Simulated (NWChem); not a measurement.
Species: C4H8; SMILES C/C=C\C

```xyz
12

C      1.5935     0.0000     0.5186
C      0.6693     0.0000    -0.6675
C     -0.6693     0.0000    -0.6675
C     -1.5935     0.0000     0.5186
H      2.2509    -0.8801     0.5019
H      2.2509     0.8801     0.5019
H      1.0611     0.0000     1.4737
H      1.1696     0.0000    -1.6368
H     -1.1696     0.0000    -1.6368
H     -1.0611     0.0000     1.4737
H     -2.2509    -0.8801     0.5019
H     -2.2509     0.8801     0.5019
```
Atoms are numbered in this order, from 1.

Level: B3LYP/6-31G* (spherical d) (NWChem), optimised geometry, unscaled harmonic frequencies. 

Problem. List the harmonic frequencies with IR intensities, and the thermochemistry.

Solution. 
| frequency (cm⁻¹) | IR intensity (km/mol) |
|---|---|
| 134 | 0.9 |
| 156 | 0.0 |
| 293 | 0.0 |
| 395 | 0.0 |
| 572 | 6.8 |
| 701 | 32.1 |
| 877 | 0.4 |
| 990 | 13.5 |
| 1012 | 0.0 |
| 1036 | 0.8 |
| 1071 | 0.0 |
| 1081 | 0.9 |
| 1172 | 1.2 |
| 1306 | 0.0 |
| 1415 | 5.1 |
| 1449 | 2.6 |
| 1461 | 6.4 |
| 1513 | 0.0 |
| 1516 | 10.0 |
| 1520 | 2.5 |
| 1527 | 4.9 |
| 1755 | 3.1 |
| 3032 | 50.1 |
| 3035 | 11.9 |
| 3074 | 0.0 |
| 3075 | 55.7 |
| 3122 | 3.8 |
| 3136 | 9.6 |
| 3139 | 22.1 |
| 3160 | 68.4 |

```yaml
zero_point_energy: 68.2 kcal/mol
thermal correction to the enthalpy at 298.15 K (with zero-point energy): 72.2 kcal/mol
heat capacity Cv: 18.0 cal/(mol K)
entropy at 298.15 K and 1 atm (symmetry number 2): 70.4 cal/(mol K)
dipole_moment: 0.18 D
```

Rigid rotor and harmonic oscillator.
